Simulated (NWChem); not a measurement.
System: CH$_{4}$ClNSi$_{2}$; SMILES [SiH2]1N=C[Si@@H]1Cl

Input file for NWChem:

```
start job
memory heap 200 mb stack 900 mb global 1100 mb
geometry units angstroms noautosym nocenter noautoz
  Cl    -0.221595    -2.258461    -0.318124
  Si     0.112836    -0.426749     0.601309
  C      1.449555     0.745524    -0.120134
  N      0.894724     1.884153    -0.340365
  Si    -0.869160     1.592593    -0.065088
  H      0.309012    -0.711152     2.056533
  H      2.534699     0.609783    -0.292623
  H     -1.496483     2.550537     0.893305
  H     -1.619122     1.622556    -1.353888
end
basis spherical
  * library sto-3g
end
dft
  xc hfexch
  iterations 150
end
property
  shielding
end
task dft property
```

STO-3G and 3-21G are far too small for this property and stand as cheap habits. All runs use the structure optimised with PBE0/def2-SVP.

GIAO values for the isolated, static molecule; σ is the absolute isotropic shielding, δ = σ(reference) − σ with the isolated reference molecule computed at the same levels (13C: tetramethylsilane, 1H: tetramethylsilane, 15N: ammonia, 29Si: tetramethylsilane).

Atoms are numbered as in the input.

Problem. Predict the main results of this run. (Hartree-Fock/STO-3G, GIAO.) Quantities: δ Si2 (ppm); δ C3 (ppm); δ N4 (ppm); δ Si5 (ppm); δ H6 (ppm); δ H8 (ppm); δ H9 (ppm).

Solution. 
- δ Si2 (ppm): 34.4
- δ C3 (ppm): 171.9
- δ N4 (ppm): 433.3
- δ Si5 (ppm): 26.0
- δ H6 (ppm): 3.42
- δ H8 (ppm): 3.64
- δ H9 (ppm): 3.50
